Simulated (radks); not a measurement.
Q: The mean radii <r> (bohr) of the occupied orbitals of an atom or ion are listed with their occupations. Calculated with a radial shooting solver on a logarithmic mesh with Libxc functionals: non-relativistic Kohn-Sham, PBE, spin-polarised, spherical densities, point nucleus.

| orbital | occ. | <r> |
|---|---|---|
| 1s | 2 | 0.02520 |
| 2s | 2 | 0.1026 |

Name the element and its charge. Open shells, if any, are filled with parallel spins first.

A: Z = 60, neodymium, charge +56: Nd56+ in [He] 2s2. The 1s radius gives Z: for a bare nucleus <r> = 1.5/Z, 0.025 bohr for Z = 60, and screening makes it slightly larger (0.02520 here). The occupations add up to 4, and the charge is Z minus that.
